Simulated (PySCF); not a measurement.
Species: C₇H₁₅NSi.
Structure used (GFN2-xTB), in Å, numbered top down from 1:
```
atom  x, y, z in Å
C1     2.1828    1.4390   -0.8358
C2     1.6964    0.7221    0.1596
C3     1.7794   -0.7688    0.2381
C4     0.3984   -1.4434    0.2351
C5    -0.4463   -1.0776    1.4708
C6    -1.5872   -0.1981    0.9286
N7    -1.1697    0.1801   -0.3974
Si8   -1.7843    1.4971   -1.2943
C9    -0.4607   -0.9487   -0.9377
H10    2.6886    0.9821   -1.6716
H11    2.1018    2.5123   -0.8602
H12    1.1953    1.2135    0.9813
H13    2.3558   -1.1444   -0.6105
H14    2.3018   -1.0577    1.1558
H15    0.5515   -2.5240    0.1736
H16    0.1520   -0.5356    2.2015
H17   -0.8419   -1.9683    1.9583
H18   -2.5230   -0.7776    0.8967
H19   -1.7638    0.6919    1.5340
H20   -1.9372    2.5887   -0.3313
H21   -3.0904    1.2599   -1.9396
H22   -0.7874    1.7656   -2.3288
H23    0.1338   -0.6467   -1.7991
H24   -1.1575   -1.7416   -1.2528
```

NICS = −σ at a ghost point: NICS(0) at the centroid of the ring atoms, NICS(1) 1 Å to either side along the normal of their mean plane, zz for the tensor component along that normal. Level: GIAO PBE0/pcSseg-1 (PySCF, non-relativistic, gas phase) on the GFN2-xTB geometry, one conformer.

Ring bond lengths (Å), with Mayer bond orders in brackets: C4–C5 1.541 (1.00), C5–C6 1.539 (1.04), C6–N7 1.441 (0.94), N7–C9 1.438 (0.94), C9–C4 1.536 (0.99).

Question: Give the NICS values of each ring in ppm.

Answer: 
```tsv
ring	type	NICS(0)	NICS(1), two faces	NICS(1)zz, two faces	rms pucker (Å)	centre to ring atoms, mean (Å)
C4–C5–C6–N7–C9	5-membered ring with N; formal bonds all single	-7.9	-3.5 / -5.4	-6.8 / -9.0	0.17	1.26
```

Question: What can be read from them?

Answer: 
- C4–C5–C6–N7–C9: mean NICS(1)zz -7.9 ppm, shielded. C4, C5, C6, C9 have four or more neighbours, so the value isn't read as a sign of a π ring current.

Question: Give the inner angles of the rings and the Hirshfeld charges of the ring atoms.

Answer: 
- C4–C5–C6–N7–C9: C4 103.3° (-0.021 e), C5 105.0° (-0.071 e), C6 105.0° (-0.024 e), N7 106.4° (-0.171 e), C9 104.0° (-0.028 e); sum 523.7° against 540° for a flat convex ring.

Question: How shielded are the nuclei of the rings and their hydrogens (means over atoms taken as equivalent)?

Answer: 
```csv
atoms,environment,σ isotropic (ppm)
C4,sp3 CH carbon,145.1
C5,ring CH2 carbon,153.1
C6,sp3 carbon bound to nitrogen,134.4
N7,silicon-bound nitrogen,229.5
C9,sp3 carbon bound to nitrogen,130.6
H15,methine hydrogen,29.51
H16,methylene hydrogen,30.10
H17,methylene hydrogen,29.72
H18,methylene hydrogen,28.78
H19,methylene hydrogen,28.49
H23,methylene hydrogen,28.98
H24,methylene hydrogen,28.91
```

Time: 1.9 min (grids of density and orbitals included); peak memory 1.1 GiB. Hardware: an Arm Neoverse N1 with one thread, no GPU, on a shared host. This is the whole shielding run at PBE0/pcSseg-1, SCF included.
